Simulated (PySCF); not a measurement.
BrFH2O2Si, SMILES O[Si](O)(F)Br. Atoms are numbered in the order given.

```xyz
7

O     -0.1738     2.0364     0.2235
Si    -0.5620     0.4580     0.3685
O     -2.0646     0.2380    -0.2499
F     -0.5455    -0.0021     1.9150
Br     0.9730    -0.7599    -0.6316
H     -0.9141     2.6497     0.1363
H     -2.4562    -0.6426    -0.2131
```
Charge 0, spin multiplicity 1.

Geometry optimised at r2SCAN-D4/def2-SVP. A frequency run showed that this geometry is not a minimum. This is a generated structure with no PubChem entry under its InChIKey; it may be hypothetical. Other conformers were not sampled.

Level of theory: KT2/pcSseg-1 run with PySCF.

GIAO shieldings, no solvent; atoms listed in one row are averaged. δ = σ(ref) − σ: ¹⁷O against H2O (σ = 330.4 ppm); ²⁹Si against TMS (σ = 361.9 ppm); ¹⁹F against CFCl3 (σ = 127.1 ppm); ¹H against TMS (σ = 31.47 ppm), references at their B3LYP-D3(BJ)/def2-TZVP geometries, non-relativistic (without spin–orbit terms, shifts of atoms bonded to Cl or Br come out too high).

Estimate the chemical shifts. (Estimate from the structure and the level; the computed values follow.)


| nucleus | atoms | count | δ (ppm) |
|---|---|---|---|
| ¹⁷O | O3 | 1 | 81.6 |
| ¹⁷O | O1 | 1 | 63.5 |
| ²⁹Si | Si2 | 1 | -38.0 |
| ¹⁹F | F4 | 1 | -131.5 |
| ¹H | H6 | 1 | 2.85 |
| ¹H | H7 | 1 | 2.76 |
